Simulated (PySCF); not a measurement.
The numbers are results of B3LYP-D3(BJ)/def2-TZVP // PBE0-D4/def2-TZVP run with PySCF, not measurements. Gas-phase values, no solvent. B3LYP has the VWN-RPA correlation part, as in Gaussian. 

Reference species (SMILES): `[F][Ga]([F])[Cl]` (neutral, multiplicity 1).

The dipole moment is 1.04 D.

Changed species: `[Ga]([Cl])([F])[Cl]` (whole molecule; the reference has whole molecule).

Task: Give the shifts of the dipole moment.

Result: the dipole moment falls by 0.16 D, to 0.88 D.
